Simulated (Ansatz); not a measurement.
C₂H₂Cl₃F₃GeO (`FC(F)(F)C[O][Ge]([Cl])([Cl])[Cl]`). Charge 0, multiplicity 1. Correlated methods include outer-core shells of Ge, which these sets cover unevenly. Scalar relativity is left out up to krypton.

| atom | x (Å) | y (Å) | z (Å) |
| --- | --- | --- | --- |
| F1 | 1.245 | 1.807 | -1.390 |
| C2 | 0.009 | 1.314 | -1.456 |
| F3 | -0.835 | 2.339 | -1.637 |
| F4 | -0.061 | 0.530 | -2.531 |
| C5 | -0.374 | 0.576 | -0.192 |
| O6 | 0.522 | -0.491 | -0.020 |
| Ge7 | 0.356 | -1.586 | 1.335 |
| Cl8 | -1.547 | -2.522 | 1.267 |
| Cl9 | 0.514 | -0.502 | 3.152 |
| Cl10 | 1.906 | -2.993 | 1.149 |
| H11 | -1.408 | 0.235 | -0.312 |
| H12 | -0.327 | 1.293 | 0.635 |

Problem. Give the diagnostics of a CCSD(T)/def2-TZVPP run (frozen core, Ansatz). (Best estimate.)

Solution. The calculation gave: T1 = 0.0111, largest single amplitude 0.019, largest double 0.018, (T) share of the correlation energy 3.7 %, 9 CCSD cycles. The RHF solution is stable towards an unrestricted one. T1 lies under the customary mark of 0.02 for closed shells.
